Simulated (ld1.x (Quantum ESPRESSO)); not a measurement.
# Before and after: TM potential for selenium (Se)

* Element: Se (Z = 34)
* Generator: ld1.x (Quantum ESPRESSO) 7.5
* Type: norm-conserving Troullier–Martins (Kleinman–Bylander form)
* Functional: LDA (PZ)
* Relativity: scalar-relativistic
* Frozen core: [Ar]
* Valence charge: 16
* Reference configuration: 3d10 4s2 4p1 (charge +3)
* Partial waves: 4s (bound): rc 1.05 bohr; 4p (bound): rc 1.35 bohr; 3d (bound): rc 0.95 bohr
* Local potential: the d channel
* Core correction: none

All-electron outer shells of the reference configuration (LDA (PZ), scalar-relativistic, ld1.x):

```tsv
shell	level (eV)	outermost node (bohr)	outermost maximum (bohr)
3p	-189.20	0.21	0.50
3d	-89.76	–	0.45
4s	-49.68	0.70	1.44
4p	-36.75	0.73	1.63
```

Change: all radii scaled by about 1.16 (s 1.22, p 1.58, d 1.10 bohr).

Cutoffs: the cutoffs (Ry, on a coarse ladder) from which the occupation-weighted sum of valence levels, in a spherical-Bessel basis at the reference potential, stays within 10 and 1 mRy of its value at 400 Ry; they do not see the model core or the augmentation charge, which bear on the density cutoff. Errors are all-electron minus pseudo energies relative to the spin-unpolarised reference configuration.

Question: How do hardness, ghosts and transferability respond?

Answer: Both files keep a bound ghost (p, s); of the 9 tests that both files solve, the error grows in 3 and shrinks in 0 by more than 15 % and 0.3 meV (median size 36.7 → 38.3 meV). More of the atom is replaced by a form fitted at one configuration, so other configurations suffer.

```csv
quantity,base,changed
"cutoff, loose",300 Ry,260 Ry
"cutoff, tight",over 300 Ry,over 300 Ry
loose cutoff by channel (10 mRy a level),"s 80 Ry, p 50 Ry, d 260 Ry","s 50 Ry, p 45 Ry, d 200 Ry"
bound ghosts,"s, p","s, p"
"error for 3d10 4s2 4p4, meV [ΔE -62.72 eV]",+57,+58
"error for 3d10 4s2 4p3, meV [ΔE -51.71 eV]",+37,+38
"error for 3d10 4s2 4p2, meV [ΔE -31.16 eV]",+14,+15
"error for 3d10 4s0 4p6, meV [ΔE -40.63 eV]",+2.3,+20
"error for 3d10 4s2 4p3.5, meV [ΔE -58.34 eV]",+48,+49
"error for 3d10 4s2 4p0, meV [ΔE 42.57 eV]",+7.2,+10
"error for 3d10 4s2 4p4.3, meV [ΔE -64.36 eV]",+62,+62
"error for 3d10 4s2 4p1 (spin-polarised), meV [ΔE -0.26 eV]",+8.3,+10
"error for 3d10 4s2 4p4 (spin-polarised), meV [ΔE -63.32 eV]",+72,+75
```

 A true bound ghost makes a file unfit for plane-wave use even where its test errors are small: the radial tests pick states by their node count and pass the ghost by.
